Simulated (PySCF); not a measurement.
**Worked example: chemical shift, span and skew from a shielding tensor**

C2H7Si, SMILES C[SiH]C (connectivity only; charge and spin as stated), charge +1, multiplicity 1. Atoms are numbered in the order given.

```xyz
10

C     -1.6282     0.0000    -0.4000
Si     0.0000     0.0000     0.4358
C      1.6282     0.0000    -0.4000
H     -2.2117    -0.8858    -0.0556
H     -2.2117     0.8858    -0.0556
H     -1.5579     0.0000    -1.5045
H      0.0000     0.0000     1.9303
H      2.2117    -0.8858    -0.0556
H      2.2117     0.8858    -0.0556
H      1.5579     0.0000    -1.5045
```
Charge +1, spin multiplicity 1.

Geometry optimised at PBE-D3(BJ)/def2-SVP. The multiplicity is an assumed one; other spin states were not compared. The isomer is the one that the SMILES or the coordinates give; other isomers of the formula were not compared.

GIAO shieldings from KT2/pcSseg-1 (PySCF), non-relativistic, no solvent. The symmetric part of the tensor of Si2 has the principal values -349.8, -52.9, 310.9 ppm. The same nucleus in TMS has σ = 361.9 ppm at this level (PySCF, at its B3LYP-D3(BJ)/def2-TZVP geometry).

Work out the isotropic shielding, the ²⁹Si shift against TMS, the span and the skew.


σ(iso) = (σ11 + σ22 + σ33)/3 = -30.6 ppm. δ = σ(ref) − σ(iso) = 361.9 − (-30.6) = 392.5 ppm.
Span Ω = σ33 − σ11 = 660.7 ppm. Skew κ = 3(σ(iso) − σ22)/Ω = 0.10. Tumbling in solution averages the tensor to δ; in a static solid the shielding alone would spread this spin-1/2 line over Ω.
